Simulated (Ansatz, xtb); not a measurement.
## Two isomers of C7H5NO

Structure I is `N#Cc1ccccc1O`, a singlet and structure II is `c1ccc2ocnc2c1`, a singlet. Both are isolated molecules in the gas phase, relaxed with B3LYP/def2-SVP; the shapes shown needn't be the lowest conformers.

I (Å):

```xyz
14

C     0.2943   -1.3632    1.8422
C    -0.2859   -1.0148    0.5810
C    -0.3723    0.3219    0.1417
C    -0.9432    0.6183   -1.0905
C    -1.4326   -0.4240   -1.8931
C    -1.3552   -1.7495   -1.4747
C    -0.7818   -2.0632   -0.2337
N     0.7510   -1.7193    2.8509
O    -0.7254   -3.3559    0.1351
H     0.0156    1.1142    0.7846
H    -1.0092    1.6540   -1.4290
H    -1.8825   -0.1967   -2.8629
H    -1.7327   -2.5673   -2.0911
H    -0.3093   -3.4433    1.0077
```

II (Å):

```xyz
14

C     0.5355   -2.4477    0.0218
C    -0.7578   -2.9256   -0.2763
C    -1.8247   -2.0551   -0.5186
C    -1.5249   -0.6988   -0.4459
C    -1.5356    1.4550   -0.4423
C    -0.2454   -0.1972   -0.1509
C     0.8138   -1.0817    0.0895
N    -0.3057    1.1961   -0.1608
O    -2.3497    0.3760   -0.6321
H     1.3365   -3.1684    0.2034
H    -0.9303   -4.0038   -0.3189
H    -2.8290   -2.4135   -0.7500
H    -2.0080    2.4314   -0.5479
H     1.8125   -0.7064    0.3197
```

Q: Which of the two would you expect CCSD(T)/def2-SVP + ΔMP2/def2-TZVPP electronic energies to favour?

A: Too close to call at this level: CCSD(T)/def2-SVP + ΔMP2/def2-TZVPP gives E(II) − E(I) = −1.21 kcal/mol.

How the difference moves with the method:

```
                             level        geometry  E(II) − E(I) (kcal/mol)  departure from the last row (kcal/mol)  job, with rough time for the two
                          GFN2-xTB        GFN2-xTB                    −31.67                                  −30.46              optimisation, 0.13 s
                         HF/STO-3G        GFN2-xTB                    −19.63                                  −18.42              single point, 0.48 s
                r2SCAN-D4/def2-SVP        GFN2-xTB                     −8.74                                   −7.54               single point, 4.4 s
                    B3LYP/def2-SVP  B3LYP/def2-SVP                     −5.45                                   −4.24                optimisation, 37 s
                       HF/def2-SVP  B3LYP/def2-SVP                     +1.21                                   +2.42           part of the CCSD(T) run
                      MP2/def2-SVP  B3LYP/def2-SVP                     −0.69                                   +0.52           part of the CCSD(T) run
                  CCSD(T)/def2-SVP  B3LYP/def2-SVP                     −1.31                                   −0.10                      single point
CCSD(T)/def2-SVP + ΔMP2/def2-TZVPP  B3LYP/def2-SVP                     −1.21                                                     single point, 2.2 min
```

As drawn, II has 2 C∷O, 2 C∷N, 1 C–H in place of 1 C≡N, 1 C–C, 1 C–O, 1 O–H (∷ is an aromatic bond). Structure I has a 6-membered ring (with an aromatic ring), II a 5-membered ring and a 6-membered ring (with an aromatic ring).

HF/def2-SVP puts the two in the other order. The largest departure from CCSD(T)/def2-SVP + ΔMP2/def2-TZVPP is that of GFN2-xTB, 30.46 kcal/mol. The last row adds to CCSD(T) the change of the MP2 difference between the two basis sets, here +0.10 kcal/mol.

With thermal terms from frequencies at re-optimised GFN2-xTB minima (ideal gas, soft modes damped towards free rotors, one conformer each, 298.15 K, 1 atm): the zero-point term adds +1.65 kcal/mol; ΔH is −0.47 and ΔG +1.53 kcal/mol.

The correlated steps freeze 9 core orbitals. Programs: Ansatz 0.2.0, xtb 6.7.1; the last row on 4 threads of Arm Neoverse V1 on a shared host.
